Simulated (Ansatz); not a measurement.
Isolated molecules relaxed with PBE0-D4/def2-TZVP in Ansatz; ΔE leaves out vibrations. CBS: MP2 limit from def2 TZ/QZ plus the TZ coupled-cluster correction, frozen cores. Elements past krypton have def2 core potentials. For Zr outer-core shells are correlated without core-valence functions, which leaves a few kJ/mol of doubt a bond. One conformer a species, not always the lowest.

`[CH3][Zr]([NH2])([OH])[OH]` + `C=C(N)OC` → `[NH2][Zr]([NH2])([OH])[OH]` + `C=C(C)OC`  (formal exchange of groups at a Zr–C bond)

`[CH3][Zr]([NH2])([OH])[OH]`:

Cartesian coordinates in Å:
```
C 1.579 -0.814 -0.267
Zr -0.385 0.094 0.311
N -1.003 1.143 -1.322
O -1.562 -1.400 0.614
O 0.027 1.306 1.751
H 2.316 -0.046 -0.526
H 1.995 -1.408 0.556
H 1.474 -1.476 -1.133
H -0.813 2.119 -1.502
H -1.598 0.790 -2.059
H -2.135 -2.061 0.990
H 0.106 1.752 2.588
```

`C=C(N)OC`:

```xyz
12

C     1.214   -0.174    0.610
C     0.357   -0.306   -0.410
N     0.627   -0.954   -1.601
O    -0.888    0.211   -0.468
C    -1.326    0.954    0.643
H     2.186   -0.642    0.557
H     0.984    0.415    1.483
H     1.399   -1.598   -1.553
H    -0.192   -1.356   -2.030
H    -2.343    1.269    0.418
H    -1.322    0.344    1.552
H    -0.696    1.836    0.799
```

`[NH2][Zr]([NH2])([OH])[OH]`:

Cartesian coordinates in Å:
```
N 0.532 -1.757 0.321
Zr -0.287 0.080 -0.056
N 1.258 1.412 -0.194
O -1.366 0.711 1.431
O -1.291 -0.112 -1.702
H 1.413 -1.925 0.785
H 0.155 -2.641 0.011
H 1.423 2.168 0.455
H 1.908 1.498 -0.963
H -1.779 0.515 2.267
H -1.966 0.051 -2.354
```

`C=C(C)OC`:

```xyz
13

C    -1.234   -0.002    0.630
C    -0.071   -0.410    0.120
C     0.418   -1.816    0.157
O     0.830    0.382   -0.502
C     0.514    1.747   -0.619
H    -1.882   -0.723    1.108
H    -1.571    1.024    0.593
H     1.373   -1.870    0.686
H    -0.301   -2.466    0.655
H     0.588   -2.184   -0.858
H     1.348    2.215   -1.140
H     0.392    2.211    0.366
H    -0.405    1.892   -1.196
```

```csv
species,HF/def2-QZVPP energy (Eh)
`[CH3][Zr]([NH2])([OH])[OH]`,-292.95591
`C=C(N)OC`,-247.07447
`[NH2][Zr]([NH2])([OH])[OH]`,-309.00519
`C=C(C)OC`,-231.06579
```

(1) Work out ΔE.

Largest T1 diagnostic among the species: 0.016.

Answers

(1) ΔE = (-309.00519) + (-231.06579) − (-292.95591) − (-247.07447) = -0.04060 Eh = -1.10 eV. CCSD(T)/CBS gives -1.11 eV.

Leaving LDA and LC-ωPBE aside and taking each functional with its dispersion term where it has one, the values, not all of them listed here, spread over 0.09 eV, from B2PLYP to HSE06-D4. LDA lies +0.05 eV from PBE without D4.
